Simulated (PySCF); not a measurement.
Relaxation of singlet Na₃N

Method: PySCF, PBE0, basis N def2-TZVP, Na def2-TZVP (no relativity, density fitting). A (50,194) grid was used.

A hand-made T-shaped start, of C2v symmetry, held to at least that symmetry:

```xyz
4
charge 0 multiplicity 1, angstrom
N     0.0000    0.0000   -0.6699
Na    0.0000    0.0000    1.5901
Na    2.2586    0.0000   -0.5910
Na   -2.2586    0.0000   -0.5910
```

Optimiser trace:
```
step  E − E(last) (kJ/mol)  largest gradient (Eh/bohr)
   0                 39.82                     0.01296
   1                 34.29                     0.01109
   2                 17.08                     0.00533
   3                 13.75                     0.00601
   4                  9.77                     0.00978
   5                  4.41                     0.01687
   6                  2.36                     0.01114
   7                  0.24                     0.00303
   8                  0.11                     0.00083
   9                  0.06                     0.00076
  10                  0.01                     0.00052
  11                  0.00                     0.00014
  12                  0.00                     0.00001
```

It ends at D3h with Na–Na 3.638 Å (×3), N–Na 2.100 Å (×3); Na–Na–Na 60.0° (×3), Na–N–Na 120.0° (×3), N–Na–Na 30.0° (×6) (after a last refinement on a finer grid). A frequency run shows 1 imaginary mode, down to 132i cm⁻¹, so it is a saddle point. Other isomers or separated fragments may lie lower.

The relaxation took roughly 2.5 core-minutes on a shared host.
